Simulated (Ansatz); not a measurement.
Born–Oppenheimer molecular dynamics of AlH5O2Si (9 atoms, charge 0, multiplicity 1). It starts from a relaxed structure.

Computed with Ansatz, RKS r2SCAN-D4/def2-SVP.

| Item | Value |
| --- | --- |
| ensemble | NVT, Nosé–Hoover chain |
| time step | 0.5 fs |
| steps asked | 150 |
| set temperature | 100 K |
| thermostat | time constant 20 fs, chain length 3 |
| seed | 601556 |

First frame:

```xyz
9
Properties=species:S:1:pos:R:3
Al -0.201 -0.064 0.026
O -0.159 -0.180 1.720
H -0.817 0.165 2.328
O 1.086 -0.755 -0.830
Si 2.437 -1.518 -1.382
H 2.056 -2.742 -2.150
H 3.205 -0.610 -2.286
H 3.327 -1.925 -0.252
H -1.368 0.646 -0.756
```

Question: How far do the bonds stretch over the last three quarters of this one trajectory? (Pairs bonded in most of those frames.)

Answer: 
| bond | mean (Å) | spread (Å) | shortest | longest |
| --- | --- | --- | --- | --- |
| Al1–O2 | 1.698 | 0.006 | 1.69 | 1.71 |
| Al1–O4 | 1.696 | 0.015 | 1.67 | 1.72 |
| Al1–H9 | 1.584 | 0.044 | 1.51 | 1.64 |
| O2–H3 | 0.960 | 0.009 | 0.95 | 0.97 |
| O4–Si5 | 1.649 | 0.012 | 1.63 | 1.67 |
| Si5–H6 | 1.496 | 0.014 | 1.47 | 1.52 |
| Si5–H7 | 1.497 | 0.011 | 1.48 | 1.52 |
| Si5–H8 | 1.496 | 0.022 | 1.46 | 1.53 |

Mean temperature of the second half: 109 K. The conserved energy stayed within 0.063 meV per atom of its start (net change 0.013 meV per atom), so the integration is sound. A run of 0.075 ps of so small a system gives no equilibrium averages.

Run time: 5.6 min on 2 threads of Intel(R) Xeon(R) Platinum 8259CL CPU @ 2.50GHz (Skylake/Cascade Lake), on a shared host, peak memory 0.16 GiB.
